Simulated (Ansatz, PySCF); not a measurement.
Reaction (SMILES): [GeH2] (GeH2) → [GeH] (GeH) + H atom (the Ge-H bond at the site shown breaks; other sites are not compared here)
Structures are relaxed separately at B3LYP-D3(BJ)/def2-TZVP in Ansatz (an electronic-structure program). Unstable Hartree-Fock reference: [GeH2] (GeH2).

Property: bond dissociation energy (enthalpy at 298 K, with B3LYP-D3(BJ) rigid-rotor harmonic-oscillator terms from PySCF), in kcal/mol. Correlated levels leave the core frozen unless marked. Open shells are spin-unrestricted. Spin-orbit coupling is left out. The frozen core is the preceding noble-gas configuration, with the filled d and f shells of earlier blocks. No relativistic terms. Basis-set limits of correlation are two-point, X^-3; Hartree-Fock from the larger set (for Q and 5 zeta extrapolated as (X+1)exp(-9√X)).

CCSD(T)/CBS(cc-pVQZ,cc-pV5Z) (Ansatz) gives 70.6 kcal/mol.

### Question
Another calculation gave 68.6 kcal/mol. Which level was it?
A. PBE/def2-TZVPD (Ansatz)
B. SVWN5/def2-TZVPD (Ansatz)
C. wB97X/def2-TZVPD (Ansatz)

### Answer
A, PBE/def2-TZVPD (Ansatz). The others give 78.7 (SVWN5), 71.5 (wB97X) kcal/mol.
